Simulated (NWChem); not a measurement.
System: SiH cation, singlet

```xyz
2

Si     0.0000     0.0000    -0.1085
H      0.0000     0.0000     1.4099
```
Atoms are numbered in this order, from 1.

All runs: NWChem. Pople sets run with spherical d functions. Low-valent species are run as closed-shell singlets; no triplet was tried in these runs. Structure relaxed at the PBE0-D3(BJ)/def2-TZVP level. Isotropic indirect couplings, all four terms, static geometry, non-relativistic.

Q: Predict the results for B3LYP/6-31G**. Quantities: J(29Si atom 1, 1H atom 2) (Hz).

A: The J(29Si atom 1, 1H atom 2) (Hz) is -17.3.
